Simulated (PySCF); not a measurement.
Estimate the missing entries of this data sheet.

Species: C6H10NO (charge +1).
Geometry (GFN2-xTB, Å), atoms numbered from 1 in this order:
```
atom  x, y, z in Å
C1    -1.4777   -1.2254    0.2689
C2    -1.3464    0.2421   -0.0975
N3    -0.6964    0.9567    1.0592
C4    -0.4580    0.4551   -1.3337
C5     0.9164    0.1591   -0.9902
C6     2.0354   -0.0633   -0.5997
C7     3.2846   -0.2889    0.0702
O8     3.3583   -0.2162    1.2681
H9    -0.5015   -1.6742    0.4389
H10   -2.0913   -1.3578    1.1567
H11   -1.9585   -1.7686   -0.5397
H12   -2.3330    0.6831   -0.2618
H13   -1.1256    0.6845    1.9519
H14   -0.7434    1.9780    0.9606
H15    0.3040    0.6731    1.0603
H16   -0.5203    1.4858   -1.6932
H17   -0.7905   -0.1945   -2.1446
H18    4.1350   -0.5223   -0.5860
```

```tsv
property	level	value
point group of the GFN2-xTB geometry	GFN2-xTB	?
rotational constants A, B, C of the GFN2-xTB geometry	GFN2-xTB	?
HOMO energy	PBE0/def2-SVPD	-11.64 eV
LUMO energy	PBE0/def2-SVPD	?
lowest singlet excitation	TDDFT PBE0/def2-SVPD	3.74 eV (332 nm, f = 0.000)
strongest line among the 8 lowest singlet transitions	TDDFT PBE0/def2-SVPD	S3 at 5.81 eV (213 nm, f = 0.119)
lowest triplet excitation (Tamm–Dancoff)	TDA PBE0/def2-SVPD	3.10 eV
static isotropic polarisability	PBE0/def2-SVPD	77.7 au
electronic spatial extent ⟨r²⟩ about the centre of nuclear charge	PBE0/def2-SVPD	1213 bohr²
```

Gas-phase values; electronic properties from PySCF, density fitting. Isolated species at its GFN2-xTB geometry (one conformer only).

What are the rotational constants A, B, C of the GFN2-xTB geometry?

3.534, 1.080, 0.993 GHz.

What is the LUMO energy?

-5.72 eV.

What is the point group of the GFN2-xTB geometry?

C1.

The largest Löwdin shares of the LUMO are 0.28 on C7, 0.28 on O8, 0.17 on C5 and 0.15 on C6. In wavenumbers S1 is 30100 cm⁻¹ (1 eV = 8065.54 cm⁻¹). No computed singlet falls in the visible range (750 to 380 nm, 1.65 to 3.26 eV); S1 lies 0.48 eV above its blue end. The rotational constants make it an asymmetric top with κ = (2B − A − C)/(A − C) = -0.93, nearer the prolate limit (−1). The polarisability is 11.52 Å³ as a volume (1 au = 0.148185 Å³), or 1.30 au for each of the 60 electrons.
